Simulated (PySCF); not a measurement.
Radial density of Pt (platinum, neutral)

UHF, [Xe] 4f14 5d9 6s1, high-spin 3D determinant. Calculation: PySCF 2.14, in def2-SVP with the def2 core potential (60 electrons) (6s3p2d1f, 32 functions); scalar relativity through the core potential. This is the valence pseudo-density: the core potential removes the inner electrons and smooths the orbitals near the nucleus.

```tsv
r (bohr)	4πr²ρ (e/bohr)	4πr²(ρα − ρβ)
0.111	2.391e-05	0.0000
0.187	0.0002713	0.0000
0.315	0.02026	0.0010
0.530	1.884	0.0588
0.891	14.53	0.4796
1.50	9.455	0.7501
2.52	2.112	0.5867
4.24	0.2694	0.1698
7.13	0.008628	0.0083
```

Energies and moments cover only the electrons outside the core potential. Spin-orbit coupling, absent here, splits the open shell strongly.
